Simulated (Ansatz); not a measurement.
Input for Ansatz (a program for electronic structure): U-B3LYP/def2-TZVPP on CH3Si (SMILES [CH]=[SiH2]), 2S+1 = 2, atoms moved off the minimum.

Ansatz 0.2 input:
```yaml
crystal:
  periodic: [false, false, false]
  atoms:
    - {symbol: C, position_ang: [0.92561362, -0.12533119, 0.22620398]}
    - {symbol: Si, position_ang: [-0.51388900, 0.07498604, 0.02940122]}
    - {symbol: H, position_ang: [2.12812377, -0.34374580, 0.14763547]}
    - {symbol: H, position_ang: [-0.96222012, 1.28148939, -0.04920282]}
    - {symbol: H, position_ang: [-1.49590442, -1.29952729, -0.22694630]}
basis:
  gaussian:
    orbitals: def2-TZVPP
hamiltonian:
  xc: {name: B3LYP}
magnetization: {spin_polarized: true, initial_magnetization: 1}
output: {forces: true}
```

It printed:

```
WARN ansatz: RAYON_NUM_THREADS=1 ignored (pool sized by the plan → 1); use --threads N
Functional definition: B3LYP
integrals: 0.03 GiB planned
648 factors; their error is unknown
mean field: 0.37 GiB planned
mean field evaluation 1: about -8948.0589 eV, gradient 4.6e1 eV
mean field evaluation 2: about -8907.0940 eV, gradient 7.7e1 eV
mean field evaluation 4: about -8958.4947 eV, gradient 4.4e0 eV
mean field evaluation 8: about -8958.6305 eV, gradient 1.3e-1 eV
mean field evaluation 16: about -8958.6400 eV, gradient 6.9e-4 eV
mean field -8958.63997031 eV, -329.2239465246 hartree, gradient 3.4e-5 eV, S^2 0.760241; 0 other end points of the search recorded, 0 dependent functions left out
the calculation of the forces begins
reference -8958.64018428 eV, -329.2239543878 hartree; 12, 11 occupied and 103, 104 virtual orbitals, 648 factors
Total energy: -8958.64018428 eV, -329.2239543878 hartree
Atom 0 at     0.925614    -0.125331     0.226204 Å, force    16.520327    -2.507264     1.039595 eV/Å
Atom 1 at    -0.513889     0.074986     0.029401 Å, force   -11.371989    -4.947220    -1.758913 eV/Å
Atom 2 at     2.128124    -0.343746     0.147635 Å, force    -3.771894     0.642089     0.573298 eV/Å
Atom 3 at    -0.962220     1.281489    -0.049203 Å, force    -2.430585     4.668203    -0.265437 eV/Å
Atom 4 at    -1.495904    -1.299527    -0.226946 Å, force     1.054142     2.144191     0.411458 eV/Å
Dipole moment:    -0.121798     0.086558    -0.054796 e Å
```

The calculation finished and met its thresholds.

Cost: about 2.9 core-seconds (a rough figure).
